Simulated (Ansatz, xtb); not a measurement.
**Isomers of BFH3NO2 in order of energy**

3 gas-phase structures of BFH3NO2, found in a search over its isomers (lower ones may exist). Each was relaxed with GFN2-xTB; where two conformers were screened, the lower at r2SCAN-D4/def2-SVP is listed:

A. `NOB(O)F`, a singlet
B. `ONB(O)F`, a singlet
C. a singlet given by its coordinates

C (Å):

```yaml
atoms:
  - { symbol: B, position_ang: [-1.6431, 1.5005, 1.1247] }
  - { symbol: F, position_ang: [-0.4341, 1.7820, 1.6818] }
  - { symbol: N, position_ang: [-1.3724, 0.8348, -0.4126] }
  - { symbol: O, position_ang: [-1.9599, 2.1046, -0.1033] }
  - { symbol: O, position_ang: [-2.5703, 0.8617, 1.8832] }
  - { symbol: H, position_ang: [-0.5215, 0.9861, -0.9490] }
  - { symbol: H, position_ang: [-2.0597, 0.2610, -0.8942] }
  - { symbol: H, position_ang: [-2.2417, 0.5493, 2.7248] }
```

Close contacts (Å): B1–F2 1.36, B1–N3 1.70, B1–O4 1.40, B1–O5 1.36, N3–O4 1.43, N3–H6 1.02, N3–H7 1.02, O5–H8 0.96.

**Question.** Make a reasoned guess at their ranking by r2SCAN-D4/def2-SVP single-point energy.

**Answer.** Calculated order at r2SCAN-D4/def2-SVP: A (0.0), C (26.5), B (30.4) kJ/mol. Less than 1 kcal/mol parts C and B, so the order within that pair means little.

Energies above the lowest of each column, in kJ/mol; the last columns are at B3LYP-D3(BJ)/def2-SVP geometries (a dash: not run or not comparable):

```
structure  GFN2-xTB  HF/STO-3G  r2SCAN-D4/def2-SVP  B3LYP-D3(BJ)/def2-SVP  CCSD(T)/def2-SVP + ΔMP2/def2-TZVPP
        A       0.0        0.0                 0.0                    0.0                                 0.0
        C      55.2       39.2                26.5           relaxes to A                                   –
        B      16.0       45.0                30.4                   31.3                                33.4
```

Every level run on A puts it lowest or level with the lowest. Flexible structures stand in one conformer each, not always the lowest. Frequencies (B3LYP-D3(BJ)/def2-SVP) were run for A, B alone. ΔMP2 is the change of the MP2 energy from the smaller to the larger basis.

Programs: Ansatz 0.2.0, xtb 6.7.1.
